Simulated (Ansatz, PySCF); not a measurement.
Noncovalent pair: C2H4 (SMILES C=C) (first 6 atoms) with HBr (SMILES Br); geometry from B3LYP-D3(BJ)/def2-TZVP.
(charge 0, multiplicity 1):
```xyz
8

C     -0.14506    -0.59117     0.32365
C      0.13864     0.68866     0.11543
H      0.63023    -1.34673     0.36180
H     -1.16365    -0.93312     0.46150
H     -0.63672     1.44399     0.07450
H      1.15687     1.03045    -0.02518
Br     0.32594     0.59149     3.95814
H      0.20105     0.38468     2.54206
```

Basis-set superposition error: the interaction energy with monomers in their own basis, and in the dimer's basis (counterpoise).

Run with Ansatz (Gaussian basis) for Hartree–Fock, density functionals and correlated methods; PySCF for M06-2X. Values without a source in brackets are computed.

```tsv
level	uncorrected (kJ/mol)	counterpoise (kJ/mol)	difference
BLYP/def2-TZVPPD	-5.2	-4.5	0.7
r2SCAN/def2-TZVPPD	-13.1	-12.5	0.5
B3LYP/def2-TZVPPD	-6.9	-6.3	0.6
BHLYP/def2-TZVPPD	-7.7	-7.2	0.6
M06-2X/def2-TZVPPD	-11.4	-10.8	0.6
MP2/aug-cc-pVQZ	-14.6	-13.5	1.1
SCS-MP2/aug-cc-pVDZ	-12.9	-7.4	5.5
SCS-MP2/aug-cc-pVTZ	-11.7	-9.2	2.5
CCSD/aug-cc-pVDZ	-11.7	-6.4	5.2
CCSD/aug-cc-pVTZ	-10.1	-8.1	2.0
```

The error is largest for SCS-MP2/aug-cc-pVDZ (5.5 kJ/mol) and smallest for r2SCAN/def2-TZVPPD (0.5 kJ/mol).

Ansatz is an electronic-structure program.
